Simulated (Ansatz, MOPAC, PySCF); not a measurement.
Complex: H4Sn (SMILES [SnH4]) (first 5 atoms) with CH4 (SMILES C); geometry from B3LYP-D3(BJ)/def2-TZVP, rigid monomers moved along the line of their centres of mass till Sn1···C6 is 4.48 Å.
(charge 0, multiplicity 1):
```xyz
10

Sn     0.13357     0.15213    -0.08765
H     -1.29136     0.93228     0.43940
H      0.07293    -1.50056     0.33888
H      0.26166     0.29418    -1.78656
H      1.49186     0.88353     0.64501
C     -0.17218    -0.19652     4.37210
H      0.80430     0.21585     4.12160
H     -0.25853    -0.29244     5.45349
H     -0.95299     0.46772     4.00402
H     -0.28190    -1.17753     3.91172
```

Monomers are frozen at their geometry in the pair; levels with a basis set take the counterpoise correction. Rows marked so take none.

Correlated levels freeze the cores. Filled d and f shells under p-block atoms count as core. CBS: X⁻³ extrapolation of the correlation energy, Hartree–Fock from the larger set. Rows in 3-21G carry no dispersion term and start afresh at each structure; the Pople sets are all-electron and without relativity. The state that AM1, PM3, PM7 reach isn't checked; PM7 holds dispersion and hydrogen-bond terms.

Programs: Ansatz (a program for electronic structure); MOPAC for AM1, PM3, PM7 (differences of heats of formation); PySCF for 3-21G rows, the dispersion terms.  In def2 rows elements past Kr take small-core potentials, without spin–orbit coupling.

| level | interaction energy (meV) |
|---|---|
| AM1 | 44.3 |
| PM3 | 37.8 |
| PM7 | -10.5 |
| HF/3-21G (no counterpoise) | -13.4 |
| r2SCAN-D3(BJ)/def2-TZVPPD | -26.8 |
| r2SCAN-D4/def2-TZVPPD | -24.8 |
| wB97X-V/def2-TZVPPD | … |
| MP2/def2-SVPD | … |
| CCSD(T)/CBS(def2-SVPD, def2-TZVPPD) | -24.6 |

Question: What belongs in the gaps?

Answer: 
- wB97X-V/def2-TZVPPD, interaction energy (meV): -27.6
- MP2/def2-SVPD, interaction energy (meV): -20.9
